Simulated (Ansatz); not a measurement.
Ansatz results at the PBE0-D4/def2-TZVP geometry: HOMO energy (PBE0/def2-TZVPP) -7.71 eV; HOMO energy (PBE/def2-TZVPP) -6.42 eV; HOMO–LUMO gap (B3LYP/def2-TZVPP) 6.70 eV.

Which molecule gave them?
A. `OCN[SiH2]O`
B. `O=[C]([SiH3])[GeH2][F]`
C. `F[Si]1([GeH3])CO1`
D. `P[SiH2]Cl`

C. The others give `P[SiH2]Cl`: -7.88, -6.75, 7.33; `OCN[SiH2]O`: -7.67, -6.23, 7.81; `O=[C]([SiH3])[GeH2][F]`: -6.77, -5.50, 4.19.

B3LYP here is the variant with VWN-RPA as its local correlation; programs differ in this.
